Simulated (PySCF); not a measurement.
ClCu, charge -1, doublet, geometry from GFN2-xTB (such geometries of metal compounds can be far from the true shape) (the multiplicity is a formal guess) (in this run its highest filled SCF level lies above zero, so its values depend strongly on the basis, on diffuse functions most of all); BLYP/6-31G** (PySCF).

Input for PySCF:
```python
from pyscf import gto, scf, dft

mol = gto.Mole()
mol.atom = '''
    Cu   -0.00000000   -0.00000000   -0.78939767
    Cl    0.00000000    0.00000000    1.34661955
'''
mol.basis = '6-31g**'
mol.charge = -1
mol.spin = 1
mol.verbose = 4
mol.build()

mf = dft.UKS(mol)
mf.xc = 'blyp'
mf.grids.atom_grid = (50, 194)
mf.kernel()
```

Q: Predict the main parts of the log of this PySCF run.

A: 
```
PySCF version 2.14.0

[INPUT] verbose = 4
[INPUT] num. atoms = 2
[INPUT] num. electrons = 47
[INPUT] charge = -1
[INPUT] spin (= nelec alpha-beta = 2S) = 1
[INPUT] symmetry False subgroup None
[INPUT] Mole.unit = angstrom
[INPUT] Symbol           X                Y                Z      unit          X                Y                Z       unit  Magmom
[INPUT]  1 Cu     0.000000000000   0.000000000000  -0.789397670000 AA    0.000000000000   0.000000000000  -1.491745399670 Bohr   0.0
[INPUT]  2 Cl     0.000000000000   0.000000000000   1.346619550000 AA    0.000000000000   0.000000000000   2.544742143485 Bohr   0.0

nuclear repulsion = 122.135890357457
number of shells = 20
number of NR pGTOs = 148
number of NR cGTOs = 52
basis = 6-31g**
ecp = {}

******** <class 'pyscf.dft.uks.UKS'> ********
method = UKS
initial guess = minao
damping factor = 0
level_shift factor = 0
DIIS = <class 'pyscf.scf.diis.CDIIS'>
diis_start_cycle = 1
diis_space = 8
diis_damp = 0
SCF conv_tol = 1e-09
SCF conv_tol_grad = None
SCF max_cycles = 50
direct_scf = True
direct_scf_tol = 1e-13
number electrons alpha = 24  beta = 23
XC library pyscf.dft.libxc version 7.1.2
    S. Lehtola, C. Steigemann, M. J. T. Oliveira, and M. A. L. Marques,  SoftwareX 7, 1–5 (2018)
XC functionals = blyp
    A. D. Becke,  Phys. Rev. A 38, 3098 (1988)
    C. Lee, W. Yang, and R. G. Parr,  Phys. Rev. B 37, 785 (1988)
    B. Miehlich, A. Savin, H. Stoll, and H. Preuss,  Chem. Phys. Lett. 157, 200 (1989)
radial grids:
    Treutler-Ahlrichs [JCP 102, 346 (1995); DOI:10.1063/1.469408] (M4) radial grids

becke partition: Becke, JCP 88, 2547 (1988); DOI:10.1063/1.454033
pruning grids: <function nwchem_prune>
grids dens level: 3
symmetrized grids: False
atomic radii adjust function: <function treutler_atomic_radii_adjust>
User specified grid scheme (50, 194)
small_rho_cutoff = 0
Set gradient conv threshold to 3.16228e-05
tot grids = 12512
init E= -2100.08877299731

cycle= 1 E= -2090.07104486504  delta_E=   10  |g|= 4.47  |ddm|= 3.33
cycle= 2 E= -2081.9633021435  delta_E= 8.11  |g|= 5.14  |ddm|= 7.45
cycle= 3 E= -2098.61711210678  delta_E= -16.7  |g|= 2.09  |ddm|= 6.47
cycle= 4 E= -2092.25481024486  delta_E= 6.36  |g|= 2.63  |ddm|= 5.03
cycle= 5 E= -2100.05658482973  delta_E= -7.8  |g|= 1.26  |ddm|= 4.18
cycle= 6 E= -2100.181194842  delta_E= -0.125  |g|=    1  |ddm|= 0.848
cycle= 7 E= -2100.29527216369  delta_E= -0.114  |g|= 0.82  |ddm|= 0.353
cycle= 8 E= -2100.46452964104  delta_E= -0.169  |g|= 0.336  |ddm|= 0.658
cycle= 9 E= -2100.49783791147  delta_E= -0.0333  |g|= 0.0405  |ddm|= 0.338
cycle= 10 E= -2100.49670707974  delta_E= 0.00113  |g|= 0.0832  |ddm|= 0.17
cycle= 11 E= -2100.49906174449  delta_E= -0.00235  |g|= 0.00496  |ddm|= 0.111
cycle= 12 E= -2100.49901838467  delta_E= 4.34e-05  |g|= 0.015  |ddm|= 0.0328
cycle= 13 E= -2100.49908928385  delta_E= -7.09e-05  |g|= 0.00337  |ddm|= 0.0136
cycle= 14 E= -2100.49909285285  delta_E= -3.57e-06  |g|= 0.000585  |ddm|= 0.00328
cycle= 15 E= -2100.49909296708  delta_E= -1.14e-07  |g|= 6.09e-05  |ddm|= 0.000858
cycle= 16 E= -2100.49909296692  delta_E= 1.62e-10  |g|= 7.32e-05  |ddm|= 0.000211
cycle= 17 E= -2100.49909296865  delta_E= -1.73e-09  |g|= 4.76e-06  |ddm|= 8.61e-05
cycle= 18 E= -2100.49909296866  delta_E= -1.18e-11  |g|= 1.85e-06  |ddm|= 6.75e-06
Extra cycle  E= -2100.49909296862  delta_E= 4.37e-11  |g|= 1.19e-05  |ddm|= 1.43e-05
converged SCF energy = -2100.49909296862  <S^2> = 0.75562627  2S+1 = 2.0056184
```
